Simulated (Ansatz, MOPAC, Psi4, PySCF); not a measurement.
Noncovalent pair: HCl (SMILES Cl) (first 2 atoms) with ClH3Si (SMILES [SiH3]Cl); geometry from B3LYP-D3(BJ)/def2-TZVP, rigid monomers moved along the line of their centres of mass till H2···Cl4 is 2.84 Å.
(charge 0, multiplicity 1):
```xyz
7

Cl    -0.314    -0.418     0.969
H      0.590    -0.101     1.832
Si    -0.451     0.446     5.145
Cl     1.500     0.583     4.430
H     -0.924    -0.929     4.912
H     -1.271     1.426     4.412
H     -0.411     0.758     6.585
```

| level | interaction energy (meV) | minus MP2/CBS(aug-cc-pV(D+d)Z, aug-cc-pV(T+d)Z) + ΔCCSD(T)/aug-cc-pV(D+d)Z | cost |
|---|---|---|---|
| PM3 | -64.7 | 32.0 | - |
| PM6 | -59.9 | 36.7 | - |
| HF/3-21G (no counterpoise) | -94.8 | 1.8 | - |
| HF/6-31G* | -36.1 | 60.6 | - |
| HF/6-31G* (no counterpoise) | -47.3 | 49.3 | - |
| HF/aug-cc-pV(D+d)Z | -33.2 | 63.4 | - |
| HF/aug-cc-pV(T+d)Z | -29.2 | 67.4 | - |
| PBE/def2-TZVPPD | -73.3 | 23.3 | ×1 |
| B3LYP/6-311+G** (no counterpoise) | -61.5 | 35.1 | - |
| B3LYP/def2-TZVPPD | -43.1 | 53.6 | ×1 |
| B3LYP-D3(BJ)/def2-TZVPPD | -111.8 | -15.1 | ×1 |
| PBE0-D3(BJ)/def2-TZVPPD | -110.7 | -14.1 | ×1 |
| M06-2X/6-31G* (no counterpoise) | -113.7 | -17.1 | - |
| wB97M-V/def2-TZVPPD | -94.2 | 2.4 | ×3 |
| MP2/6-31G* | -60.6 | 36.0 | - |
| MP2/6-31G* (no counterpoise) | -96.2 | 0.4 | - |
| MP2/aug-cc-pV(T+d)Z | -101.4 | -4.7 | ×2 |
| SCS-MP2/aug-cc-pV(D+d)Z | -75.7 | 20.9 | - |
| MP2/CBS(aug-cc-pV(D+d)Z, aug-cc-pV(T+d)Z) + ΔCCSD(T)/aug-cc-pV(D+d)Z | -96.6 | 0.0 | ×6 |
| SAPT0/jun-cc-pV(D+d)Z | -74.6 | 22.0 | - |

 The comparison column counts from a level with limits of its own.

The rows run from -113.7 (M06-2X/6-31G* (no counterpoise)) to -29.2 meV (HF/aug-cc-pV(T+d)Z). The dispersion term adds -68.7 in B3LYP-D3(BJ). The 3 functionals in def2-TZVPPD without D3 or D4 span 51.2, from wB97M-V to B3LYP.

Counterpoise-corrected where a basis set is named; no monomer relaxation. Rows marked so take none.

Cores are frozen in the correlated methods. CBS: X⁻³ extrapolation of the correlation energy, Hartree–Fock from the larger set. Rows in 3-21G, 6-311+G**, 6-31G* carry no dispersion term and start afresh at each structure (6-31G* with six Cartesian d functions). MP2/6-31G* freezes PySCF's default core. The state reached by PM3, PM6 isn't checked.

Programs: Ansatz (Gaussian basis) for Hartree–Fock, density functionals and correlated methods; MOPAC for PM3, PM6 (differences of heats of formation); Psi4 for SAPT; PySCF for 3-21G rows, 6-311+G** rows, 6-31G* rows, the dispersion terms. Each number belongs to the level named beside it.

Costs are rough ratios of core time to PBE/def2-TZVPPD (about 9 s over the structures, on one shared machine); a dash marks a level with no comparable run of its own.

Ansatz is a quantum-chemistry and plane-wave program.
